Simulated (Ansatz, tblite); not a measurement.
Removing and adding an electron: (H2B-mu-NHMe)3 (C₃H₁₈B₃N₃). Total charge 0; singlet. Geometry: r2SCAN-D4/def2-SVP. Ansatz, gas phase; energy differences of separate SCF runs; the oxidised species was run as a doublet alone; the reduced species was run as a doublet alone.

```csv
atom,x (Å),y (Å),z (Å)
B1,-0.732,-0.238,-1.215
H2,0.055,-0.366,-2.138
H3,-1.908,-0.342,-1.559
N4,-0.519,1.194,-0.566
C5,-0.713,2.234,-1.598
B6,0.875,1.416,0.153
H7,0.848,2.494,0.743
H8,1.758,1.343,-0.683
N9,1.082,0.251,1.217
C10,0.302,0.435,2.457
B11,0.977,-1.214,0.605
H12,1.862,-1.358,-0.219
H13,1.023,-2.032,1.522
N14,-0.422,-1.350,-0.128
C15,-0.525,-2.686,-0.749
H16,-1.263,1.346,0.122
H17,-0.629,3.235,-1.151
H18,-1.694,2.114,-2.081
H19,0.073,2.116,-2.356
H20,2.069,0.333,1.472
H21,-0.774,0.356,2.235
H22,0.483,1.432,2.884
H23,0.551,-0.347,3.190
H24,-1.160,-1.317,0.582
H25,-1.507,-2.808,-1.230
H26,-0.371,-3.471,0.006
H27,0.258,-2.771,-1.514
```

The xTB rows come from tblite.

```json
{"level": "GFN2-xTB", "−HOMO (eV)": "10.17", "vertical IE (eV)": "12.53", "−LUMO (eV)": "0.25", "vertical EA (eV)": "-2.16", "HOMO–LUMO gap (eV)": "9.93", "IE − EA (eV)": "14.69", "remarks": "–"}
{"level": "PBE-D4/def2-TZVP", "−HOMO (eV)": "6.38", "vertical IE (eV)": "–", "−LUMO (eV)": "0.57", "vertical EA (eV)": "-1.22", "HOMO–LUMO gap (eV)": "5.81", "IE − EA (eV)": "–", "remarks": "HOMO above zero (-1 doublet)"}
{"level": "PBE0-D4/def2-TZVP", "−HOMO (eV)": "7.70", "vertical IE (eV)": "9.53", "−LUMO (eV)": "-0.26", "vertical EA (eV)": "-1.42", "HOMO–LUMO gap (eV)": "7.97", "IE − EA (eV)": "10.96", "remarks": "HOMO above zero (-1 doublet)"}
```

**Question.** Estimate the rows for GFN1-xTB, r2SCANh-D4/def2-TZVP.

**Answer.** 
```
               level  −HOMO (eV)  vertical IE (eV)  −LUMO (eV)  vertical EA (eV)  HOMO–LUMO gap (eV)  IE − EA (eV)                       remarks
            GFN1-xTB       11.03             13.52        3.98              1.55                7.04         11.97                             –
r2SCANh-D4/def2-TZVP        7.16              9.34       -0.24             -1.41                7.40         10.76  HOMO above zero (-1 doublet)
```

Run but left out: PBE-D4/def2-TZVP (charge +1 doublet: an occupied level 0.07 eV above an empty one).   A HOMO above zero means that the electron is unbound at that level or that self-interaction error raises the level; the energy of removing that electron tells which. Raw xTB energy differences between charge states are shifted by several eV; the methods need an empirical correction for them. Sets without diffuse functions give affinities that are too small. A negative affinity means that the extra electron isn't bound; its size then hangs on the basis.
